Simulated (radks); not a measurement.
Q: Species: Nb XXXIV. Configuration: [He] 2s2 2p4 (the NIST ground configuration). All-electron calculation, non-relativistic Kohn-Sham, SCAN, spin-polarised, spherical densities, point nucleus; open shells are filled with parallel spins first (spin-orbit coupling, left out, can overturn this in heavy ions); meta-GGA in the generalised Kohn-Sham scheme; relativity is left out, which matters for an element this heavy. Program: a radial shooting solver on a logarithmic mesh with Libxc functionals. Some entries of the table are withheld. Estimate them.

| orbital | occ. | eigenvalue (eV) | r(max) (bohr) |
|---|---|---|---|
| 1s up | 1 | -20559.30 | (1) |
| 1s down | 1 | -20536.93 | (2) |
| 2s up | 1 | -4451.465 | 0.1345 |
| 2s down | 1 | -4419.320 | 0.1348 |
| 2p up | 3 | -4295.614 | 0.1054 |
| 2p down | 1 | -4253.075 | 0.1057 |

A: 
(1) 1s up r(max) (bohr): 0.02459
(2) 1s down r(max) (bohr): 0.02458
